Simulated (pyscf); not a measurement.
Elimination: H₂C=C(Br)–CH₂–Br → HC≡C–CH₂–Br + hydrogen bromide (HBr)

Gas phase, singlet surface, charge 0. Bonds broken: C2–Br9, C3–H6. Bonds formed: H6–Br9. PySCF, gas phase, ωB97X-D3(BJ)/def2-SVP geometries.

Transition state (Å):

```xyz
9

C     -1.6593    -0.2199    -0.0143
C     -0.2824     0.0040     0.3755
C      0.9255     0.0549     0.7218
H     -2.3395     0.2210     0.7246
H     -1.7977    -1.3156    -0.0278
H      0.8572     1.2804     0.9399
H      1.8011    -0.5807     0.8372
Br    -2.1009     0.4589    -1.7581
Br    -0.3678     2.7369     0.8321
```

One imaginary mode, 1541i cm⁻¹; descent along it reached the two sides named.

```
bond    change  reactant side (Å)  saddle  product side
------  ------  -----------------  ------  ------------
C2–Br9  breaks              1.890     2.8           3.7
C3–H6   breaks              1.092   1.247           2.7
H6–Br9   forms                3.0   1.906         1.423
```

Electronic energies relative to the reactant's lowest minimum found (eV):

| level | barrier | reaction energy | reverse barrier |
|---|---|---|---|
| ωB97X-D3(BJ)/def2-TZVP | 3.28 | +1.67 | 1.61 |
| PBE/def2-TZVP | 2.77 | +1.53 | 1.24 |
| r²SCAN/def2-TZVP | 2.89 | +1.60 | 1.30 |
| B3LYP-D3(BJ)/def2-TZVP | 2.91 | +1.50 | 1.42 |
| PBE0-D3(BJ)/def2-TZVP | 3.07 | +1.70 | 1.37 |
| M06-2X/def2-TZVP | 3.16 | +1.50 | 1.65 |
| ωB97M-D3(BJ)/def2-TZVP | 3.11 | +1.47 | 1.64 |
| HF/def2-TZVP | 3.32 | +1.15 | 2.17 |

With ωB97M-D3(BJ)/def2-TZVP energies and thermal terms (ideal gas, 1 atm, RRHO with modes under 100 cm⁻¹ raised to 100, one conformer, R ln 2 for rigid chiral ones), in eV:

```tsv
T (K)	ΔH‡	ΔG‡	ΔH	ΔG
298	2.88	2.85	+1.30	+0.82
600	2.90	2.81	+1.31	+0.33
900	2.90	2.76	+1.29	-0.16
1200	2.90	2.72	+1.27	-0.64
```

The same reactants have a lower exit, to •H₂C–C(=CH₂)–Br + Br• (no saddle counted: cutting one bond costs +2.56 eV at ωB97M-D3(BJ), against +3.11 eV here). This is the saddle that the search found; another between the same sides may lie lower. Elements up to Kr have no core potential and no relativistic terms here.
